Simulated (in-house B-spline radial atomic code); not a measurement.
Checks on a self-consistent run for Cl II (Cl+), [Ne] 3s1 3p4 7g1. Method: Dirac-Hartree-Fock, average of configuration, Fermi nucleus of rms radius 3.3654 fm. Calculated with a B-spline radial code for spherical atoms.

```tsv
orbital	q	ε (Eh)	<1/r>	<r²>	small-component weight
1s1/2	2	-106.35374	16.685	0.0111038	0.0036653
2s1/2	2	-11.70035	3.34017	0.229376	0.00058285
2p1/2	2	-9.15597	3.22993	0.201555	0.00055365
2p3/2	4	-9.09120	3.20631	0.203618	0.00054995
3s1/2	1	-1.98429	0.948882	2.3727	9.8903e-05
3p1/2	1.3333	-1.33894	0.832845	3.00742	8.0236e-05
3p3/2	2.6667	-1.33271	0.829067	3.02883	7.9786e-05
7g7/2	0.44444	-0.04082	0.04083	1138.97	1.0875e-06
7g9/2	0.55556	-0.04082	0.0408299	1138.97	1.0875e-06
```

Electron-electron repulsion V_ee = 160.9232 hartree.

(1) What total energy follows from the eigenvalues?

(2) Does the Dirac virial theorem hold?

(3) What diamagnetic shielding (Lamb formula) and susceptibility (Langevin formula) do the radii give?

Answers

(1) The eigenvalues count the repulsion twice, so E = Σqε - V_ee = -298.149 - 160.923 = -459.072 hartree; the run printed -459.072.

(2) For a point nucleus E = -2c²Σq·w, with w the small-component weight. Here Σq·w = 0.012223 and c = 137.0360, so the ratio E/(-2c²Σq·w) is 1.000002.

(3) σ = (α²/3)Σq<1/r> = 63.6465/(3·137.036²) = 1129.8 ppm, and χ = -0.79199×10⁻⁶·Σq<r²> = -914.8×10⁻⁶ cm³/mol with Σq<r²> = 1155.1 bohr². Both are non-relativistic formulas without the paramagnetism of open shells.
